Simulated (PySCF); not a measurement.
## Computed properties of Si(H)2(Cl)(NMe2) (C2H8ClNSi), SMILES CN(C)[SiH2]Cl

Si(H)2(Cl)(NMe2) (C2H8ClNSi), SMILES CN(C)[SiH2]Cl. Geometry optimised at ωB97X-D3(BJ)/def2-SVP. Other conformers were not sampled. All values are computed for the isolated molecule unless a solvent is named; none is compared with measurement here.

**Structure.** The optimised structure has Cs symmetry. All 33 harmonic modes at ωB97X-D3(BJ)/def2-SVP (PySCF) are real, so it is a minimum. With heavy atoms numbered as in [SiH2:1]([Cl:2])[N:3]([CH3:4])[CH3:5], the shortest bond between them is N3–C4 at 1.451 Å and the longest Si1–Cl2 at 2.086 Å.

**Vibrations.** The strongest infrared lines (harmonic, unscaled, degenerate partners summed) lie at 925 cm⁻¹ (300 km/mol, H 88 %, Si 11 %), 2300 cm⁻¹ (130 km/mol, H 95 %), 942 cm⁻¹ (118 km/mol, H 94 %). The softest mode is at 58 cm⁻¹ and the zero-point energy is 64.5 kcal/mol.

**Electronic structure.** ωB97X/def2-TZVP (PySCF) places the frontier levels at -9.21 and 2.63 eV, a gap of 11.84 eV, and gives a dipole moment of 2.13 D and a mean polarisability of 68.7 bohr³. PBE/def2-TZVP (PySCF) at the same geometry gives -5.54 and -0.18 eV, so its gap is 6.48 eV narrower. An orbital gap is neither the optical nor the fundamental gap.

**Excitations.** TDA-PBE0/def2-SVPD (PySCF) has S1 at 6.03 eV (206 nm, f = 0.003, weak); the most intense of the 10 singlets computed lies at 6.44 eV (f = 0.11). T1 (TDA) is at 5.74 eV, 0.29 eV under S1. TDA-PBE/def2-SVPD (PySCF) puts S1 at 5.26 eV. No vertical singlet excitation falls in the visible range (under 3.1 eV).

**NMR.** GIAO shifts at HF/pcSseg-1 (PySCF) (non-relativistic, atoms alike by connectivity averaged): ¹³C at 37.7 ppm against TMS; ¹H from 2.8 to 4.8 ppm against TMS; ²⁹Si at -16.0 ppm against TMS. Without spin–orbit terms, shifts of atoms bonded to Cl or Br come out too high.

**Solvation.** SMD-PBE0/def2-SVP (PySCF) gives 0.7 kcal/mol in water, -3.8 kcal/mol in chlorobenzene, -3.5 kcal/mol in benzene (1 M in both phases, gas-phase geometry).
